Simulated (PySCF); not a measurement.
Compound: C7H7NO.
Numbering: `[CH3:1][C:2](=[O:3])[c:4]1[cH:5][cH:6][cH:7][n:8][cH:9]1` (hydrogens: H10, H11, H12 on C1; H13 on C5; H14 on C6; H15 on C7; H16 on C9)

Level: wB97X-D/pcSseg-2 in PySCF, non-relativistic, on one gas-phase PBE0-D3(BJ)/def2-TZVP geometry that isn't relaxed in the solvent. The solvent is an IEF-PCM continuum (Bondi radii, 1.10 Å for H, scaled by 1.2). Only the electrostatic response of the medium enters.

Gas phase at wB97X-D/pcSseg-2: HOMO -9.39 eV, LUMO -0.22 eV, dipole 0.91 D.

Task: What does the continuum do to the energy, the frontier levels and the dipole at wB97X-D/pcSseg-2 in chloroform?

Result: 
```tsv
solvent	ε	E(solvent) − E(gas) (kcal/mol)	polarisation term (kcal/mol)	distortion of the solute (kcal/mol)	HOMO (eV)	LUMO (eV)	dipole (D)
chloroform	4.711	-5.51	-6.23	0.72	-9.45	-0.17	1.16
```

The first energy column is the sum of the next two and covers electrostatics alone.

On 2 threads of an AMD EPYC 7B13 (shared host), this took 65 s wall, 2.5 min CPU and 2.9 GiB of memory at its peak. This is the whole shielding run at wB97X-D/pcSseg-2 in chloroform, SCF included.

Shape of the structure used: `[CH3:1][C:2](=[O:3])[c:4]1[cH:5][cH:6][cH:7][n:8][cH:9]1`: C1–C2–C4–C5 180°.

Note: wB97X-D ran without an empirical dispersion term, which enters the total energy and its gradient alone.
